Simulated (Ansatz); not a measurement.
Born–Oppenheimer molecular dynamics of C2H6FSi (10 atoms, charge 0, multiplicity 2). It starts at the highest image of a converged band. Of that band: A vibrational analysis at the climbing image gives one clearly imaginary mode, 41i cm⁻¹, and a faint second one (18i cm⁻¹) that may be numerical noise or a soft torsion: probably a first-order saddle point.

All numbers below come from UKS BLYP-D4/6-31G* in Ansatz.

```json
{
 "ensemble": "NVE (velocity Verlet)",
 "time step": "0.5 fs",
 "steps asked": "200",
 "starting velocities drawn for": "300 K",
 "seed": "7853"
}
```

First frame:

```xyz
10
Properties=species:S:1:pos:R:3
H 0.500 -0.567 0.163
Si 1.817 -1.225 -0.097
F 1.639 -2.388 -1.224
C -1.368 0.961 0.812
C -1.893 1.279 -0.354
H 2.331 -1.838 1.168
H 2.804 -0.213 -0.589
H -1.569 1.145 1.868
H -1.467 0.935 -1.306
H -2.795 1.910 -0.441
```

Question: How far do the bonds stretch over the last three quarters of this one trajectory? (Pairs bonded in most of those frames.)

Answer: 
| bond | mean (Å) | spread (Å) | shortest | longest |
| --- | --- | --- | --- | --- |
| H1–Si2 | 1.502 | 0.038 | 1.44 | 1.56 |
| Si2–F3 | 1.629 | 0.006 | 1.62 | 1.64 |
| Si2–H6 | 1.501 | 0.034 | 1.45 | 1.55 |
| Si2–H7 | 1.503 | 0.043 | 1.44 | 1.57 |
| C4–C5 | 1.319 | 0.006 | 1.31 | 1.33 |
| C4–H8 | 1.092 | 0.013 | 1.07 | 1.11 |
| C5–H9 | 1.100 | 0.019 | 1.07 | 1.13 |
| C5–H10 | 1.111 | 0.044 | 1.04 | 1.17 |

Mean temperature of the second half: 168 K. The conserved energy stayed within 0.24 meV per atom of its start (net change 0.13 meV per atom), so the integration is sound. The temperature averaged 0.56 of the 300 K drawn at the start: a run that starts near a minimum puts about half its kinetic energy into the potential. A run of 0.1 ps of so small a system gives no equilibrium averages.

Time of the run: 3.7 min on 2 threads of Intel(R) Xeon(R) Platinum 8488C (Sapphire Rapids), with other jobs on the host, peak memory 0.15 GiB.
